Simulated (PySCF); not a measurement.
A run for PySCF: U-M06-2X/def2-TZVPP on C2H5 (SMILES [CH2]C).

```python
from pyscf import gto, dft

mol = gto.M(
    atom='''
    C    -0.61308692    0.09346416    0.00828187
    C     0.85245320   -0.12122941   -0.06647209
    H    -1.16185452   -0.63258657   -0.59620508
    H    -0.89457346    1.09630146   -0.32153998
    H    -0.99049996   -0.01166735    1.03730069
    H     1.26418034   -1.11513187   -0.17418390
    H     1.54338132    0.69084958    0.11271849
    ''',
    basis='def2-tzvpp',
    charge=0, spin=1, verbose=4, max_memory=1800)
mf = dft.UKS(mol, xc='m062x').density_fit(auxbasis='def2-universal-jkfit')
mf.grids.level = 4
mf.conv_tol = 1e-9
mf.max_cycle = 150
mf.kernel()
mf.dip_moment()
```

Program output:

```
PySCF version 2.14.0

[INPUT] verbose = 4
[INPUT] num. atoms = 7
[INPUT] num. electrons = 17
[INPUT] charge = 0
[INPUT] spin (= nelec alpha-beta = 2S) = 1
[INPUT] symmetry False subgroup None
[INPUT] Mole.unit = angstrom
[INPUT] Symbol           X                Y                Z      unit          X                Y                Z       unit  Magmom
[INPUT]  1 C     -0.613086920000   0.093464160000   0.008281870000 AA   -1.158566369353   0.176621664863   0.015650466099 Bohr   0.0
[INPUT]  2 C      0.852453200000  -0.121229410000  -0.066472090000 AA    1.610903082009  -0.229090383143  -0.125614045027 Bohr   0.0
[INPUT]  3 H     -1.161854520000  -0.632586570000  -0.596205080000 AA   -2.195586839388  -1.195415367378  -1.126664315274 Bohr   0.0
[INPUT]  4 H     -0.894573460000   1.096301460000  -0.321539980000 AA   -1.690498837705   2.071709509361  -0.607622500298 Bohr   0.0
[INPUT]  5 H     -0.990499960000  -0.011667350000   1.037300690000 AA   -1.871773650793  -0.022048096099   1.960214212922 Bohr   0.0
[INPUT]  6 H      1.264180340000  -1.115131870000  -0.174183900000 AA    2.388954614660  -2.107293827074  -0.329159866309 Bohr   0.0
[INPUT]  7 H      1.543381320000   0.690849580000   0.112718490000 AA    2.916568000570   1.305516499471   0.213007075275 Bohr   0.0

nuclear repulsion = 37.0171822420427
number of shells = 52
number of NR pGTOs = 172
number of NR cGTOs = 132
basis = def2-tzvpp
ecp = {}


******** <class 'pyscf.df.df_jk.DFUKS'> ********
method = DFUKS
initial guess = minao
damping factor = 0
level_shift factor = 0
DIIS = <class 'pyscf.scf.diis.CDIIS'>
diis_start_cycle = 1
diis_space = 8
diis_damp = 0
SCF conv_tol = 1e-09
SCF conv_tol_grad = None
SCF max_cycles = 150
direct_scf = False
number electrons alpha = 9  beta = 8
XC library pyscf.dft.libxc version 7.1.2
    S. Lehtola, C. Steigemann, M. J. T. Oliveira, and M. A. L. Marques,  SoftwareX 7, 1–5 (2018)
XC functionals = m062x
    Y. Zhao and D. G. Truhlar,  Theor. Chem. Acc. 120, 215 (2008)
    Y. Zhao and D. G. Truhlar,  Theor. Chem. Acc. 120, 215 (2008)
radial grids:
    Treutler-Ahlrichs [JCP 102, 346 (1995); DOI:10.1063/1.469408] (M4) radial grids

becke partition: Becke, JCP 88, 2547 (1988); DOI:10.1063/1.454033
pruning grids: <function nwchem_prune>
grids dens level: 4
symmetrized grids: False
atomic radii adjust function: <function treutler_atomic_radii_adjust>
small_rho_cutoff = 0
Set gradient conv threshold to 3.16228e-05
tot grids = 135760
******** <class 'pyscf.df.df.DF'> ********
auxbasis = def2-universal-jkfit
init E= -79.1169391136691
  alpha nocc = 9  HOMO = -0.162588071493659  LUMO = 0.0512900601132245
  beta  nocc = 8  HOMO = -0.396145328438465  LUMO = -0.162588071493662

WARN: HOMO -0.162588071493659 >= LUMO -0.162588071493662

cycle= 1 E= -79.1230936901926  delta_E= -0.00615  |g|= 0.139  |ddm|= 1.17
  alpha nocc = 9  HOMO = -0.227463062583091  LUMO = 0.0821973777385097
  beta  nocc = 8  HOMO = -0.396826828543849  LUMO = -0.00527882420159287
  HOMO = -0.227463062583  LUMO = -0.00527882420159  gap/eV = 6.04594
cycle= 2 E= -79.1316348160901  delta_E= -0.00854  |g|= 0.0927  |ddm|= 0.193
  alpha nocc = 9  HOMO = -0.255843981531555  LUMO = 0.077869878895747
  beta  nocc = 8  HOMO = -0.419501773477453  LUMO = -0.0224242107307653
  HOMO = -0.255843981532  LUMO = -0.0224242107308  gap/eV = 6.35168
cycle= 3 E= -79.1360600057827  delta_E= -0.00443  |g|= 0.0218  |ddm|= 0.0665
  alpha nocc = 9  HOMO = -0.255251202086477  LUMO = 0.0808386149972407
  beta  nocc = 8  HOMO = -0.415611460011345  LUMO = -0.0155000140173129
  HOMO = -0.255251202086  LUMO = -0.0155000140173  gap/eV = 6.52396
cycle= 4 E= -79.1364584464484  delta_E= -0.000398  |g|= 0.00427  |ddm|= 0.0242
  alpha nocc = 9  HOMO = -0.255442114533842  LUMO = 0.0808774805748307
  beta  nocc = 8  HOMO = -0.415359785663927  LUMO = -0.0135837016170761
  HOMO = -0.255442114534  LUMO = -0.0135837016171  gap/eV = 6.58130
cycle= 5 E= -79.1364864278968  delta_E= -2.8e-05  |g|= 0.00195  |ddm|= 0.00803
  alpha nocc = 9  HOMO = -0.256156160902336  LUMO = 0.0809447289909215
  beta  nocc = 8  HOMO = -0.415486239467313  LUMO = -0.0138323781551222
  HOMO = -0.256156160902  LUMO = -0.0138323781551  gap/eV = 6.59397
cycle= 6 E= -79.1364892666195  delta_E= -2.84e-06  |g|= 0.000667  |ddm|= 0.00253
  alpha nocc = 9  HOMO = -0.256135572505148  LUMO = 0.0809657872321381
  beta  nocc = 8  HOMO = -0.415481079164429  LUMO = -0.0136881263282298
  HOMO = -0.256135572505  LUMO = -0.0136881263282  gap/eV = 6.59733
cycle= 7 E= -79.1364896285946  delta_E= -3.62e-07  |g|= 0.000133  |ddm|= 0.00105
  alpha nocc = 9  HOMO = -0.256157848168925  LUMO = 0.080970807565695
  beta  nocc = 8  HOMO = -0.415469453001517  LUMO = -0.01368354570414
  HOMO = -0.256157848169  LUMO = -0.0136835457041  gap/eV = 6.59806
cycle= 8 E= -79.1364896457178  delta_E= -1.71e-08  |g|= 3.68e-05  |ddm|= 0.000238
  alpha nocc = 9  HOMO = -0.256151216929915  LUMO = 0.0809734773260793
  beta  nocc = 8  HOMO = -0.415466478383802  LUMO = -0.0136757660522413
  HOMO = -0.25615121693  LUMO = -0.0136757660522  gap/eV = 6.59809
cycle= 9 E= -79.1364896470656  delta_E= -1.35e-09  |g|= 7.93e-06  |ddm|= 7.02e-05
  alpha nocc = 9  HOMO = -0.256151342802287  LUMO = 0.0809743785549166
  beta  nocc = 8  HOMO = -0.415466042090717  LUMO = -0.0136754798086436
  HOMO = -0.256151342802  LUMO = -0.0136754798086  gap/eV = 6.59810
cycle= 10 E= -79.1364896471484  delta_E= -8.28e-11  |g|= 2.05e-06  |ddm|= 1.65e-05
  alpha nocc = 9  HOMO = -0.256151257407073  LUMO = 0.080974381567934
  beta  nocc = 8  HOMO = -0.415466011856974  LUMO = -0.0136754346775909
  HOMO = -0.256151257407  LUMO = -0.0136754346776  gap/eV = 6.59810
Extra cycle  E= -79.136489647155  delta_E= -6.54e-12  |g|= 9.07e-07  |ddm|= 5.43e-06
converged SCF energy = -79.136489647155  <S^2> = 0.75530187  2S+1 = 2.0052949
Dipole moment(X, Y, Z, Debye): -0.25846,  0.01933,  0.12997
```

The run converged.

Cost: around 70 core-seconds (rough).
